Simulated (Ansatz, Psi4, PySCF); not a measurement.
Reaction (SMILES): CN[SiH2] → [SiH2-]NC (an electron is taken up)

Wanted: adiabatic electron affinity (0 K, with zero-point energies), in eV. Positive where the reaction releases energy. Terms: spin-orbit terms left out; dispersion terms only where a functional's name holds one; valence correlation only; non-relativistic; 6-311+G** with 5d, 6d on Na to Ar in Ansatz (a first-principles code); open shells spin-unrestricted; six Cartesian d functions in 6-31G* and its kin unless marked 5d. CBS(X,Y): correlation extrapolated as X^-3; Hartree-Fock from the larger set. First-principles rows: single points at B3LYP-D3(BJ) geometries (Ansatz), with unscaled harmonic terms from B3LYP/6-31G* (Ansatz) at its own minima. Sets without +, aug- or the D of def2-TZVPD hold no diffuse functions, which anions need.

Coupled cluster (Ansatz) is a level with limits of its own, used here on species with T1 under 0.025 (0.045 for open shells) and stable references: CCSD(T)/CBS(aug-cc-pV(T+d)Z,aug-cc-pV(Q+d)Z).

Value to compare with, CCSD(T)/CBS(aug-cc-pV(T+d)Z,aug-cc-pV(Q+d)Z) (Ansatz): 1.02 eV.

| level | program | adiabatic electron affinity (0 K, with zero-point energies) (eV) | difference |
|---|---|---|---|
| HF/3-21G | Ansatz | -0.19 | -1.21 |
| PBE/STO-3G | Ansatz | -3.56 | -4.58 |
| PBE/6-311+G** | Ansatz | 1.00 | -0.02 |
| BP86/6-31G* (5d) | PySCF | 0.74 | -0.28 |
| B3LYP/6-31G* | Ansatz | 0.66 | -0.36 |
| B3LYP/6-31+G* | Ansatz | 1.01 | -0.01 |
| B3LYP/6-311+G** | Ansatz | 1.03 | 0.01 |
| PBE0/6-31G* | Ansatz | 0.63 | -0.39 |
| wB97X-D/6-311+G** | Psi4 | 0.99 | -0.03 |
| MP2/6-31G* | Ansatz | 0.20 | -0.82 |
| PBE0/def2-TZVPD | Ansatz | 0.86 | -0.16 |

Among the 10 habitual levels, PBE/STO-3G lies farthest from CCSD(T)/CBS(aug-cc-pV(T+d)Z,aug-cc-pV(Q+d)Z) (Ansatz) (-4.58 eV); 1 of 10 lie above it, and their mean absolute difference is 0.77 eV, the median 0.32. One case shows no general order.

The levels are drawn from those run, B3LYP/6-31G* more often than the rest, none by its result; left out are runs that failed, that the program found above a lower state of the same kind, or whose <S^2> lies over 0.5 above the pure value.
